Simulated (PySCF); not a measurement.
## Cadmium: a sound run and one with changed settings

Sound run: Cd⁺ [Kr] 4d10 5s1, Cd²⁺ [Kr] 4d10. Computed with PySCF 2.14 in def2-TZVP with the def2 core potential (28 electrons) (6s4p3d1f, 40 functions), with a scalar-relativistic core potential. The sound run starts from symmetry-adapted Hartree-Fock orbitals and uses a fine grid where one is needed.

Changed run: 6 angular points. This setting is unsound on purpose.

```
species  method  sound run (hartree)  changed run (hartree)  converged
    Cd⁺     UHF           -166.61424             -166.61424        yes
    Cd⁺    MN15           -167.09550             -167.25926        yes
    Cd⁺     PBE           -167.45414             -172.77732        yes
   Cd²⁺     UHF           -166.04146             -166.04146        yes
   Cd²⁺    MN15           -166.46775             -166.63020        yes
   Cd²⁺     PBE           -166.81303             -172.09262        yes
```

Ionisation energy of Cd⁺:

```json
{"method": "UHF", "sound run (eV)": "15.586", "changed run (eV)": "15.586"}
{"method": "MN15", "sound run (eV)": "17.082", "changed run (eV)": "17.118"}
```

A coarse angular grid integrates products of high-l functions wrongly, so density functionals can shift, and the SCF can exploit the error; Hartree-Fock and MP2 need no grid.

For comparison, NIST gives 16.908 eV between the lowest levels.
